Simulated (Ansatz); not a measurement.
System: H$_{2}$BO$_{2}$, charge 0, doublet. H2BO2 (SMILES O[B]O, doublet).
B3LYP-D3(BJ)/def2-TZVP minimum from Ansatz (a first-principles code):
```
B
O 1 1.3477
H 2 0.9710 1 116.96
O 1 1.3477 2 129.88 3 0.00
H 4 0.9710 1 116.96 2 0.00
```
Charge 0, spin multiplicity 2.

Total energies in hartree (Ansatz). Radicals and triplets start from unrestricted determinants; spin-orbit coupling is neglected. Correlated methods leave the cores frozen. No relativity. For partners of very few electrons the exact lower level stands in for a higher one.

```tsv
species	HF/cc-pVTZ	CCSD(T)/cc-pVTZ	HF/cc-pVQZ	CCSD(T)/cc-pVQZ	CCSD(T)/cc-pVDZ	CCSDT(Q)/cc-pVDZ
1: H2BO2 (SMILES [B](O)O, doublet)	-175.68559	-176.27020	-175.69995	-176.32621	-176.08418	-176.08598
2: B (doublet)	-24.53207	-24.59810	-24.53297	-24.60084	-24.58941	-24.58977
3: O (triplet)	-74.81176	-74.97396	-74.81729	-74.99357	-74.90995	-74.91013
4: H (doublet)	-0.49981	-0.49981	-0.49995	-0.49995	-0.49928	-0.49928
```

### Question
Work out the atomisation energy (electronic, to ground-state atoms) in kcal/mol: take Hartree-Fock from cc-pVQZ, extrapolate the CCSD(T) correlation energy as X^-3 (X = 3, 4), and add CCSDT(Q) - CCSD(T) in cc-pVDZ. 1 hartree = 627.51 kcal/mol.

### Answer

Species 1: correlation (64·(-0.62626) - 27·(-0.58461))/37 = -0.65665; step -0.00180; E1 = -175.69995 + (-0.65665) + (-0.00180) = -176.35840
Species 2: correlation (64·(-0.06787) - 27·(-0.06603))/37 = -0.06921; step -0.00036; E2 = -24.53297 + (-0.06921) + (-0.00036) = -24.60254
Species 3: correlation (64·(-0.17628) - 27·(-0.16220))/37 = -0.18655; step -0.00018; E3 = -74.81729 + (-0.18655) + (-0.00018) = -75.00402
Species 4: correlation (64·(0.00000) - 27·(0.00000))/37 = 0.00000; step +0.00000; E4 = -0.49995 + (0.00000) + (+0.00000) = -0.49995
-1·E1 +1·E2 +2·E3 +2·E4 = 0.74792 hartree = 469.3 kcal/mol.
